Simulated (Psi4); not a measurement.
Pair of molecules: HCl (SMILES Cl) (first 2 atoms) with GeH4 (SMILES [GeH4]); geometry from B3LYP-D3(BJ)/def2-TZVP.
(charge 0, multiplicity 1):
```xyz
7

Cl    -0.44230     0.89322    -0.64112
H     -0.26788     0.01493     0.28111
Ge     0.00278    -0.05389     3.32576
H      0.16230    -0.97509     4.54213
H      0.00206    -0.92646     2.05334
H      1.17451     0.93212     3.24686
H     -1.32673     0.70618     3.40362
```

Level of theory: SAPT0/aug-cc-pVDZ (Psi4).

Question: Give the four SAPT terms and the total, and say what mostly holds the pair together.

Answer: electrostatics -4.8, exchange 13.4, induction -4.9, dispersion -7.3, total -3.6 kJ/mol; the largest attraction is dispersion.
